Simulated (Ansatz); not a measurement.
A structure relaxed at PBE0-D4/def2-TZVP, charge 0, multiplicity 1:

```xyz
12

C     1.087    0.156   -0.975
C     0.005   -0.434   -0.122
I    -0.247   -2.522   -0.447
C    -1.222    0.355    0.188
C    -0.213    0.065    1.267
H     2.054   -0.307   -0.769
H     0.867    0.035   -2.037
H     1.171    1.227   -0.764
H    -1.271    1.358   -0.220
H    -2.173   -0.159    0.239
H     0.433    0.868    1.603
H    -0.492   -0.642    2.037
```

Give its formula and SMILES.

C4H7I, `CC1(I)CC1`.

Point group (tolerance 0.08 Å, 0.16 Å for H)?

Cs.

Summarise the bond lengths by kind.

4 × C–C 1.491 to 1.505 Å; 7 × C–H 1.082 to 1.095 Å; 1 × C–I 2.128 Å.

All numbers were calculated with Ansatz.
